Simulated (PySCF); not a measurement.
## SI: mean field, correlation and small terms against distance

State: ²Π, doublet, unpaired electrons π ↑. ROHF-based CCSD(T) in PySCF 2.14 with S cc-pV(T+d)Z, I cc-pVTZ-PP with ECP28 and S cc-pV(Q+d)Z, I cc-pVQZ-PP with ECP28 (frozen core orbitals: 14; scalar-relativistic core potentials). Correlation energies are extrapolated as n⁻³ (n = 3, 4), Hartree–Fock as (n+1)·exp(−9√n). All energies in eV from S + I.

| R (Å) | HF/CBS | CCSD corr. | (T) | total |
| --- | --- | --- | --- | --- |
| 2.0388 | 0.184 | -1.423 | -0.2015 | -1.441 |
| 2.1314 | -0.437 | -1.379 | -0.2049 | -2.021 |
| 2.2241 | -0.759 | -1.334 | -0.2077 | -2.301 |
| 2.3168 | -0.872 | -1.295 | -0.2105 | -2.378 |
| 2.4094 | -0.841 | -1.266 | -0.2138 | -2.321 |
| 2.5253 | -0.664 | -1.248 | -0.2199 | -2.132 |
| 2.6411 | -0.392 | -1.251 | -0.2297 | -1.872 |

A fit to the total gives Re = 2.3170 Å, De = 2.378 eV, ωe = 405.7 cm⁻¹, Be = 0.1230 cm⁻¹ (masses 31.9721 and 126.9045 u).

At R = 2.3168 Å the CCSD correlation energy is -0.321144 hartree in the smaller basis and -0.350983 in the larger. Extrapolate it.

(4³·E4 − 3³·E3)/(4³ − 3³) = -0.37276 hartree; the larger basis holds 94.2 % of it.

The T1 diagnostic is 0.035. The state was picked by a PBE0 search and need not be the measured ground state. Spin–orbit coupling, excitations beyond (T) and corrections to the Born–Oppenheimer picture are left out, and spin–orbit coupling matters for open p, d or f shells this heavy.
